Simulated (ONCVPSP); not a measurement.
# ytterbium (Yb) ONCV: all-electron and pseudo phase curves

| Property | Result |
| --- | --- |
| Element | ytterbium (Yb) |
| Generator | ONCVPSP 4.0.1 |
| Type | optimised norm-conserving Vanderbilt (ONCV) |
| Functional | BLYP |
| Relativity | scalar-relativistic |
| Frozen core | [Kr] 4d10 |
| Valence charge | 24 |
| Reference configuration | 4f14 5s2 5p6 6s1.5 (charge +0.5) |
| Partial waves | 5s+6s: rc 2.82 bohr, ncon 3, nbas 6, qcut 6.1 1/bohr, 2 projectors; 5p: rc 1.76 bohr, ncon 4, nbas 7, qcut 5.4 1/bohr, 3 projectors, debl 1.5 Ha; d scattering state at 0.04 Ha: rc 3.02 bohr, ncon 4, nbas 9, qcut 4.7 1/bohr, 2 projectors, debl 2.1 Ha; 4f: rc 1.38 bohr, ncon 4, nbas 9, qcut 13.1 1/bohr, 1 projector |
| Local potential | polynomial inside 1.14 bohr (lpopt 5, dvloc0 6 Ha) |
| Core correction | polynomial model core, fcfact 0.15 |

In the d channel the program set the typed energies aside and used -0.122, 1.978 Ha.

The phase is arctan(r·R′/R) of the radial function R(r), unwrapped; energies in Ha, scanned from -4 to 5 Ha. A pole is an energy at which the radial function vanishes at the test radius. The pseudo phase is shifted by a multiple of π to meet the all-electron one at the reference energy, and phase errors are pseudo minus all-electron; the curves can meet again beyond the range given. Levels narrower than the energy grid can be missing from the lists of poles.

Question: For each channel, where are the poles, and over which energies does the pseudopotential scatter like the atom?

Answer:

```
channel  radius (bohr)  reference energy (Ha)  poles, all-electron      poles, pseudo  unbroken range about the reference energy with phases within 0.05 rad  phase error 1 Ha above the reference energy (rad)
      s           2.87                  -0.24          -2.12, 1.00  -2.12, 0.97, 2.49                                                              below 1.6                                             -0.003
      p           1.79                  -1.12                -0.08              -0.08                                                        the whole range                                             +0.000
      d           3.06                  -0.12           0.19, 2.48         0.19, 2.48                                                              below 3.6                                             +0.020
      f           1.40                  -0.22                 0.15               0.17                                                            -0.7 to 0.9                                             +0.042
```

Note: no bound ghost flagged; GHOST(+) flagged for s at 66.0 eV.

Phases in the s channel:

| E (Ha) | all-electron | pseudo |
| --- | --- | --- |
| -3.98 | 1.417 | 1.417 |
| -3.74 | 1.410 | 1.410 |
| -3.50 | 1.402 | 1.402 |
| -3.26 | 1.393 | 1.393 |
| -3.02 | 1.381 | 1.381 |
| -2.78 | 1.367 | 1.367 |
| -2.54 | 1.347 | 1.347 |
| -2.30 | 1.301 | 1.301 |
| -2.06 | -1.727 | -1.727 |
| -1.82 | -1.814 | -1.814 |
| -1.58 | -1.857 | -1.858 |
| -1.34 | -1.910 | -1.911 |
| -1.10 | -1.988 | -1.989 |
| -0.86 | -2.125 | -2.125 |
| -0.62 | -2.416 | -2.417 |
| -0.38 | -3.132 | -3.132 |
| -0.14 | -3.976 | -3.976 |
| 0.10 | -4.350 | -4.350 |
| 0.34 | -4.516 | -4.517 |
| 0.58 | -4.610 | -4.612 |
| 0.82 | -4.674 | -4.678 |
| 1.06 | -4.724 | -4.732 |
| 1.30 | -4.771 | -4.785 |
| 1.54 | -4.819 | -4.853 |
| 1.78 | -4.879 | -4.985 |
| 2.02 | -4.968 | -5.821 |
| 2.26 | -5.139 | -7.647 |
| 2.50 | -5.620 | -7.860 |
| 2.74 | -6.807 | -7.986 |
| 2.98 | -7.385 | -8.173 |
| 3.22 | -7.576 | -8.797 |
| 3.46 | -7.667 | -10.254 |
| 3.70 | -7.721 | -10.656 |
| 3.94 | -7.758 | -10.786 |
| 4.18 | -7.785 | -10.851 |
| 4.42 | -7.808 | -10.892 |
| 4.66 | -7.827 | -10.921 |
| 4.90 | -7.844 | -10.944 |
